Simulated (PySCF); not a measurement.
# Computed vibrations of [Yb(BH4)2]+

[Yb(BH4)2]+ (singlet in the valence; each metal's 4f electrons, 13 of them, lie in its core potential, out of spins and levels). PySCF 2.14.0, RKS PBE0, Yb lcecp-1-SVP with ECP59, B def2-SVP, H def2-SVP; non-relativistic Hamiltonian with scalar-relativistic core potentials where named; density fitting; no spin-orbit coupling. Central differences of gradients.

```xyz
11

Yb    0.0000    0.0000   -0.1632
B     2.0275   -0.0259    0.9539
H     3.0360   -0.0313    1.5977
H     1.2088   -0.9434    1.2785
H     2.1680   -0.1551   -0.2946
H     1.3415    1.0379    1.0860
B    -2.0275    0.0259    0.9538
H    -3.0361    0.0312    1.5975
H    -1.2088    0.9433    1.2785
H    -2.1680    0.1551   -0.2947
H    -1.3416   -1.0380    1.0859
```

Run from Python with OMP_NUM_THREADS=2. Where DIIS fails, smearing, a level shift and second-order steps follow.
It took 97 s on 2 threads of Arm Neoverse V2, with other jobs on the host.

(1) What are the harmonic wavenumbers and infrared intensities?

(2) Is this a minimum?

An lcecp potential fixes the number of 4f electrons, so in runs with it no electron can move into or out of that shell.

## Answers

(1) Modes are labelled in C2; negative numbers are unstable modes, those under 60 cm⁻¹ near the noise; a finer grid moves soft modes by up to 10 cm⁻¹.
```tsv
cm⁻¹	km/mol	symmetry
-15	–	a
120	5.2	a
146	0.2	b
562	57.4	b
574	8.0	a
620	11.7	b
647	0.0	a
653	0.1	a
656	0.2	b
1087	1.9	a
1091	7.6	b
1096	7.2	a
1115	25.8	b
1251	187.5	b
1265	54.1	a
1294	202.4	b
1300	13.8	a
1307	14.0	b
1312	0.1	a
2175	0.7	a
2184	180.8	b
2192	317.1	b
2197	3.2	a
2238	12.7	b
2241	210.3	a
2724	19.8	b
2724	6.3	a
```

(2) Yes, within the noise of the softest modes.
